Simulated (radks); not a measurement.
Problem. F, 9 electrons, occupied as [He] 2s2 2p5. Calculated with a radial shooting solver on a logarithmic mesh with Libxc functionals: Dirac Kohn-Sham, LDA (Slater exchange, Perdew-Wang correlation), spin-unpolarised, spherical densities, finite nucleus; open shells are shared between the two j in proportion to 2j + 1; Fermi nuclear charge, rms radius 2.8976 fm. Some entries of the table are withheld. Estimate them.

orbital,occ.,eigenvalue (Ry),<r^2> (bohr^2)
1s1/2,2,(1),(2)
2s1/2,2,(3),1.246
2p1/2,1.66667,(4),(5)
2p3/2,3.33333,(6),(7)

Solution. 
(1) 1s1/2 eigenvalue (Ry): -48.43001
(2) 1s1/2 <r^2> (bohr^2): 0.04241
(3) 2s1/2 eigenvalue (Ry): -2.17909
(4) 2p1/2 eigenvalue (Ry): -0.83326
(5) 2p1/2 <r^2> (bohr^2): 1.630
(6) 2p3/2 eigenvalue (Ry): -0.82855
(7) 2p3/2 <r^2> (bohr^2): 1.638
